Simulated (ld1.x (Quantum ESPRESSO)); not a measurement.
# Cutoff test, Rb (Z = 37), TM

- Element: rubidium (Rb)
- Generator: ld1.x (Quantum ESPRESSO) 7.5
- Type: norm-conserving Troullier–Martins (Kleinman–Bylander form)
- Functional: PBE
- Relativity: scalar-relativistic
- Frozen core: [Kr]
- Valence charge: 1
- Reference configuration: 5s1 5p0
- Partial waves: 5p (bound, empty): rc 3.65 bohr; 4d channel at -0.05 Ry: rc 3.55 bohr; 5s (bound): rc 3.10 bohr
- Local potential: the s channel
- Core correction: Bessel-smoothed model core, default radius (core density twice the valence density)

The pseudo-atom Hamiltonian at the reference potential is diagonalised in spherical Bessel functions j_l(qr) that vanish at 20 bohr, with q² up to the cutoff. All-electron valence levels (Ry): 5p -0.0550, 5s -0.1640.

**Question.** How do the lowest levels (Ry) of each channel move with the cutoff, and are there ghosts?

**Answer.**

```json
{"cutoff (Ry)": "8", "p #1": "-21.7580", "p #2": "-0.0541", "p #3": "0.0541", "d #1": "0.0052", "s #1": "-0.1635", "f #1": "0.0812", "f #2": "0.1991", "Σ f·Δε (mRy)": "0.5"}
{"cutoff (Ry)": "10", "p #1": "-21.9227", "p #2": "-0.0545", "p #3": "0.0538", "d #1": "0.0040", "s #1": "-0.1636", "f #1": "0.0812", "f #2": "0.1991", "Σ f·Δε (mRy)": "0.4"}
{"cutoff (Ry)": "12", "p #1": "-21.9543", "p #2": "-0.0545", "p #3": "0.0538", "d #1": "0.0036", "s #1": "-0.1637", "f #1": "0.0812", "f #2": "0.1991", "Σ f·Δε (mRy)": "0.3"}
{"cutoff (Ry)": "400", "p #1": "-22.4970", "p #2": "-0.0546", "p #3": "0.0538", "d #1": "0.0035", "s #1": "-0.1640", "f #1": "0.0812", "f #2": "0.1991", "Σ f·Δε (mRy)": "0.0"}
```

Result: ghost state, extra bound levels that the all-electron valence spectrum of the same l lacks: p at -306.1 eV (a true bound ghost makes a file unfit for plane-wave use); 10 mRy is reached at 6 Ry and 1 mRy at 8 Ry.
